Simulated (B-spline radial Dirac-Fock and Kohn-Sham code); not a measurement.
V: input and output of one calculation

ΔSCF core binding energies without Breit or QED terms, calculated with a radial B-spline solver. Keys: rel is the Hamiltonian (dirac, or spin-free x2c and nr, where L3 and M5 stand for the whole 2p and 3d shells), method is hf or an exchange,correlation pair (spin-unpolarised, also for the hole states), nuc the nuclear model, radius_factor scales its radius, rmax is the box in bohr, h the logarithmic mesh step, order the B-spline order, points the quadrature points per cell, c_factor scales the speed of light, and damp, ndamp, maxit and tol steer the iteration. The run stops when the commutator error falls below 10·tol·max(1, Z/10), or the numerical noise floor, and the energy has settled to about 1e-8 Ha; the virial ratio is −V/T.

Input (task.json):

```json
{"items": [{"Z": 23, "q": 0, "cfg": [[1, 0, 2], [2, 0, 2], [2, 1, 6], [3, 0, 2], [3, 1, 6], [3, 2, 3], [4, 0, 2]], "A": 51, "rrms": 3.6002, "do": "settings", "holes": ["K", "L3", "M5"],
  "settings": [{"rel": "dirac", "method": "hf", "nuc": "fermi", "radius_factor": 1.0, "rmax": 45.0, "h": 0.3, "order": 8, "points": 10, "c_factor": 1.0, "maxit": 3, "damp": 0.5, "ndamp": 3, "tol": 1e-08}]}]}
```

Command: `python xray2_run.py task.json out`

Ground-state iterations:

```
iter   energy (Ha)        error
   1     -942.66071994  8.53e-01
   2     -946.05951608  2.96e-01
   3     -947.96669283  8.61e-02
```

The ground state had not converged after 3 iterations, with total energy -947.96669 Ha, virial ratio 1.98039 and highest orbital energy -3.20 eV. ΔSCF binding energies: K (1s) 5488.1 eV, L3 (2p3/2) 529.2 eV (not all states converged, so these are not final). Holes are computed only in closed shells, and unreliable hole states are left out.

Q: One setting is unsound. Which, and why?

A: maxit ends the run before self-consistency. With the default settings (Dirac Hartree-Fock): The ground state converged in 12 iterations, with total energy -948.18874 Ha, virial ratio 1.98862 and highest orbital energy -6.38 eV. ΔSCF binding energies: K (1s) 5484.3 eV, L3 (2p3/2) 526.3 eV. Holes are computed only in closed shells, and unreliable hole states are left out.
